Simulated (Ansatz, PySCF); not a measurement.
Breaking the Cd1–H2 bond in CH4Cd (SMILES [CH3][CdH]) (multiplicity 1 held, fragments rigid). Energies count from the point at 1.682 Å.
Geometry at that point (charge 0, multiplicity 1):
```csv
atom,x (Å),y (Å),z (Å)
Cd,-0.2807,-0.1510,-0.0414
H,-1.7499,-0.9416,-0.2582
C,1.5814,0.8509,0.2333
H,2.0312,0.5593,1.1828
H,1.4329,1.9311,0.2353
H,2.2707,0.5954,-0.5719
```

U- levels take the lowest unrestricted solution at each point, which mixes spins at long bonds. Active spaces are followed from a long bond inwards. Levels need not reach the same state.

Frozen-core correlation. Rows in 3-21G carry no dispersion term and start afresh at each structure; the Pople sets are all-electron and without relativity.

The values were computed with Ansatz (a first-principles code) with Gaussian orbitals; PySCF for 3-21G rows. Each number belongs to the level named beside it. In def2 rows elements past Kr take small-core potentials, without spin–orbit coupling.

Energies in kJ/mol.

| R (Å) | R-HF/3-21G | U-HF/def2-TZVPP | U-PBE/def2-TZVPP | U-B3LYP/def2-TZVPP | FIC-NEVPT4(SD) on CASSCF(2,2)/def2-TZVPP | FIC-MRCISD+Q on CASSCF(2,2)/def2-TZVPP |
|---|---|---|---|---|---|---|
| 1.346 | 169 | 124 | 103 | 105 | 103 | 105 |
| 1.514 | 46 | 28 | 20 | 20 | 19 | 19 |
| 1.682 | 0 | 0 | 0 | 0 | 0 | 0 |
| 1.851 | -5 | 9 | 13 | 13 | 14 | 14 |
| 2.019 | 12 | 36 | 41 | 42 | 44 | 43 |
| 2.271 | 59 | 93 | 93 | 96 | 98 | 98 |
| 2.524 | 116 | ? | 146 | 152 | 151 | 151 |
| 2.944 | 212 | 193 | 223 | 230 | 223 | 224 |
| 3.365 | 298 | 210 | 270 | 271 | 268 | 270 |
| 3.870 | 385 | 217 | 292 | 292 | 293 | 296 |
| 4.543 | 476 | ? | 298 | 302 | 303 | 307 |
| 5.384 | 557 | ? | 300 | 304 | 305 | 309 |

Problem. What belongs in the gaps?

Solution. 
- 2.524, U-HF/def2-TZVPP: 147
- 5.384, U-HF/def2-TZVPP: 220
- 4.543, U-HF/def2-TZVPP: 219

Doubts at one or more of the structures used: a restricted determinant that unrestricted orbitals would lower (R-HF/3-21G); a spin-contaminated determinant (U-HF/def2-TZVPP, U-PBE/def2-TZVPP, U-B3LYP/def2-TZVPP).
